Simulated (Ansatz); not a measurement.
Program: Ansatz. Geometries: PBE0-D4/def2-TZVP. ΔE: electronic, gas phase. CCSD(T)/CBS adds triple-zeta CCSD(T) − MP2 to the extrapolated MP2 energy (def2 sets, frozen cores). Functionals use def2-TZVPP. For Br, Ga outer-core shells are correlated without core-valence functions, which leaves a few kJ/mol of doubt a bond. Scalar relativity is left out up to krypton. One conformer a species, not always the lowest.

`[NH2][Ga]([NH2])[Br]` + `C[SiH2]C(F)Br` → `[NH2][Ga]([Br])[Br]` + `C[SiH2]C(N)F`  (redistribution)

| level | ΔE (kJ/mol) |
| --- | --- |
| PBE | -104.2 |
| PBE0 | -110.1 |

Task: What does CCSD(T)/CBS give? (Best estimate.)

Result: Computed: -97.0 kJ/mol. The listed levels differ from it by -7.2, -13.1 kJ/mol.

Largest T1 diagnostic among the species: 0.011.

In def2-TZVPP, CCSD(T) changes the Hartree–Fock value by +22.1 kJ/mol (the triples alone add +2.7 kJ/mol) and MP2 by +23.9 kJ/mol. From PBE to PBE0 (25 % exact exchange), in def2-TZVPP and without D4, ΔE moves by −5.9 kJ/mol.
